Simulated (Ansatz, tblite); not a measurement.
Removing and adding an electron: Ge12NH23, a cluster cut from the lattice of germanium (1 of the caps NH2). Charge 0, multiplicity 1. Geometry: PBE-D4/def2-SVP. Ansatz, gas phase; energy differences of separate SCF runs; the oxidised species was run as a doublet alone; the reduced species was run as a doublet alone.

```csv
atom,x (Å),y (Å),z (Å)
Ge1,3.496,0.254,-2.164
Ge2,0.073,2.421,1.234
Ge3,0.484,-1.713,-4.009
Ge4,-2.999,0.499,-0.521
Ge5,0.507,-1.256,-0.100
Ge6,-2.843,0.851,3.475
Ge7,2.870,-1.180,-4.043
Ge8,-0.587,0.887,-0.555
Ge9,2.920,-0.858,-0.066
Ge10,-0.453,1.369,3.397
Ge11,-0.082,-2.805,-1.898
Ge12,-3.545,-0.566,1.609
N13,-0.068,2.365,4.935
H14,2.714,1.595,-2.252
H15,5.016,0.585,-2.226
H16,-0.687,3.775,1.101
H17,1.596,2.732,1.110
H18,-0.339,-0.400,-4.134
H19,0.123,-2.619,-5.222
H20,-3.786,1.835,-0.660
H21,-3.402,-0.425,-1.707
H22,0.014,-1.786,1.281
H23,-3.632,2.192,3.385
H24,-3.209,0.184,4.832
H25,3.260,-0.511,-5.394
H26,3.671,-2.510,-3.930
H27,-0.124,1.395,-1.954
H28,3.293,0.036,1.152
H29,3.711,-2.193,0.054
H30,0.938,2.562,5.020
H31,-0.549,3.274,4.930
H32,0.389,0.066,3.532
H33,-1.603,-3.132,-1.839
H34,0.705,-4.141,-1.771
H35,-5.071,-0.852,1.710
H36,-2.800,-1.929,1.690
```

The xTB rows come from tblite. Correlated methods freeze 109 core orbitals; core or outer-core shells of Ge are correlated, in sets that lack core-valence functions. Single mean-field runs in def2-SVP are fitted with def2-universal-jkfit. HOMO above LUMO, or a gap near zero within one spin, warns that the state may not be the lowest or that an electron is smeared out.

| level | −HOMO (eV) | vertical IE (eV) | −LUMO (eV) | vertical EA (eV) | HOMO–LUMO gap (eV) | IE − EA (eV) | remarks |
| --- | --- | --- | --- | --- | --- | --- | --- |
| PBE-D4/def2-SVP | 5.54 | 7.61 | 1.53 | 0.06 | 4.01 | 7.56 | HOMO above zero (-1 doublet), gap within one spin near zero (+1 doublet), gap within one spin near zero (-1 doublet) |
| PBE0-D4/def2-SVP | 6.74 | 8.10 | 0.81 | -0.20 | 5.93 | 8.30 | HOMO above zero (-1 doublet) |
| B2PLYP/def2-SVP | – | 8.07 | – | -0.48 | – | 8.55 | – |

Estimate the rows for GFN1-xTB, GFN2-xTB.


| level | −HOMO (eV) | vertical IE (eV) | −LUMO (eV) | vertical EA (eV) | HOMO–LUMO gap (eV) | IE − EA (eV) |
| --- | --- | --- | --- | --- | --- | --- |
| GFN1-xTB | 11.40 | 12.78 | 8.07 | 6.53 | 3.32 | 6.24 |
| GFN2-xTB | 9.93 | 11.53 | 5.71 | 4.11 | 4.22 | 7.42 |

   A HOMO above zero means that the electron is unbound at that level or that self-interaction error raises the level; the energy of removing that electron tells which. Raw xTB energy differences between charge states are shifted by several eV; the methods need an empirical correction for them. Sets without diffuse functions give affinities that are too small. A negative affinity means that the extra electron isn't bound; its size then hangs on the basis.
